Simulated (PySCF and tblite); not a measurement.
Results of a calculation; reference values are marked as such.
System: C5H9NSi, numbered as in [N:1]#[C:2][C@@H:3]1[CH2:4][CH2:5][SiH2:6][CH2:7]1.

Geometries: GFN2-xTB; energies: BP86/pcSseg-1 + D3(BJ); zero-point and thermal terms from GFN2-xTB harmonic modes (soft modes blended into free rotors). Rates follow Eyring's equation with the number of equivalent paths and no tunnelling. (PySCF 2.14 with density fitting, tblite 0.8.)

Q: How high is the barrier to the inversion of the 5-membered ring (3–4–5–6–7), through which structure does it pass, and what rate follows at 298 K?

A: The electronic barrier is 4.7 kcal/mol and ΔG‡(298 K) 5.0 kcal/mol, over a C1 saddle (envelope) with an imaginary mode of 61i cm⁻¹ (GFN2-xTB). With 1 equivalent path, k is 1.3×10⁹ s⁻¹, a mean lifetime of the start of 750 ps against this motion. The end lies 0.0 kcal/mol below the start in free energy.
